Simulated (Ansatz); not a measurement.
Geometry optimisation, RKS PBE/def2-SVP in Ansatz 0.2.0.

The input (input.yaml):

```yaml
crystal:
  periodic: [false, false, false]
  atoms:
    - { symbol: Si, position_ang: [0.0, 0.0, 0.0] }
    - { symbol: F, position_ang: [0.0, 0.0, 1.59] }
    - { symbol: O, position_ang: [1.5842, 0.0, -0.5594] }
    - { symbol: H, position_ang: [1.9006, -0.9521, -0.6761] }
    - { symbol: F, position_ang: [-0.7489, 1.2974, -0.5295] }
    - { symbol: Si, position_ang: [-1.0456, -1.8115, -0.7393] }
    - { symbol: H, position_ang: [-1.7029, -2.4846, 0.3772] }
    - { symbol: H, position_ang: [-2.0454, -1.4265, -1.7311] }
    - { symbol: H, position_ang: [-0.0777, -2.7173, -1.3511] }
basis:
  gaussian: { orbitals: def2-SVP }
hamiltonian:
  xc: pbe
relax:
  f_tol: 0.02
  max_steps: 40
output:
  orbitals: {}
```

Command:

```bash
$ ansatz run input.yaml --threads 2 --pin off --max-ram 3072MiB --backend cpu --events-out ev --progress --plain --runs-dir out
```

Where does it end, and by what steps?

The forces met the threshold. The force dipped under the threshold on the way, but the program's further checks kept it going. After 28 steps the energy has fallen by 0.431 eV; H4 moved furthest, 1.48 Å.

```
step  energy less start (eV)  largest force component (eV/Å)  accepted
   0                  0.0000                           1.729       yes
   1                 -0.2683                           0.832       yes
   2                 -0.3055                           0.391       yes
   3                 -0.3022                           0.592        no
   4                 -0.3220                           0.217       yes
   5                 -0.3318                           0.071       yes
   6                 -0.3426                           0.161       yes
   7                 -0.3468                           0.322       yes
   8                 -0.3552                           0.226       yes
   9                 -0.3667                           0.037       yes
  10                 -0.3672                           0.108       yes
  11                 -0.3709                           0.209       yes
  12                 -0.3715                           0.066       yes
  13                 -0.3726                           0.014       yes
  14                 -0.3729                           0.069       yes
  15                 -0.3730                           0.062       yes
  16                 -0.3733                           0.099       yes
  17                 -0.3736                           0.125       yes
  18                 -0.3739                           0.138       yes
  19                 -0.3746                           0.106       yes
  20                 -0.3762                           0.190       yes
  21                 -0.3889                           0.165       yes
  22                 -0.4093                           0.167       yes
  23                 -0.4079                           0.657        no
  24                 -0.4147                           0.112       yes
  25                 -0.4227                           0.147       yes
  26                 -0.4307                           0.056       yes
  27                 -0.4310                           0.057       yes
  28                 -0.4312                           0.003       yes
```

```xyz
9
Properties=species:S:1:pos:R:3
Si 0.139 -0.236 0.001
F 0.561 -0.447 1.566
O 1.493 -0.170 -0.952
H 2.164 0.502 -0.734
F -0.639 1.202 -0.020
Si -1.241 -1.961 -0.752
H -2.467 -2.022 0.115
H -1.645 -1.696 -2.175
H -0.502 -3.267 -0.668
```

Whether the end is a true minimum wasn't checked by a vibrational analysis.

Run time: 51 s on 2 threads of Arm Neoverse V1, on a shared host, peak memory 0.14 GiB.
